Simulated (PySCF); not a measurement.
## Excitation energy of Sc by level of theory

Sc [Ar] 3d1 4s2 (2D) → Sc [Ar] 3d1 4s1 4p1 (high-spin determinant), as a difference of total energies. Computed with PySCF 2.14 in aug-cc-pVTZ, with the non-relativistic Hamiltonian (point nucleus). Correlated levels: valence: [Ar] frozen. The calculations carry no spin-orbit coupling.

```json
{"method": "UHF", "excitation energy (eV)": "0.920"}
{"method": "LDA", "excitation energy (eV)": "1.992"}
{"method": "PBE", "excitation energy (eV)": "1.871"}
{"method": "PBE0", "excitation energy (eV)": "1.691"}
{"method": "PW91", "excitation energy (eV)": "1.888"}
{"method": "B3LYP", "excitation energy (eV)": "1.987"}
{"method": "wB97X", "excitation energy (eV)": "2.080"}
{"method": "MP2 (valence)", "excitation energy (eV)": "1.561"}
```

Question: Estimate what SCS-MP2 (valence) gives.

Answer: 1.756 eV, closest to PBE0 among the rows shown.

Question: Estimate what r2SCANh gives.

Answer: 1.657 eV, closest to PBE0 among the rows shown.

A first-order spin-orbit estimate (lowest level to lowest level, LS coupling) adds -0.007 eV.

The determinant of the upper state mixes LS terms, which raises its energy above the lowest term, most at the Hartree-Fock and MP2 levels.
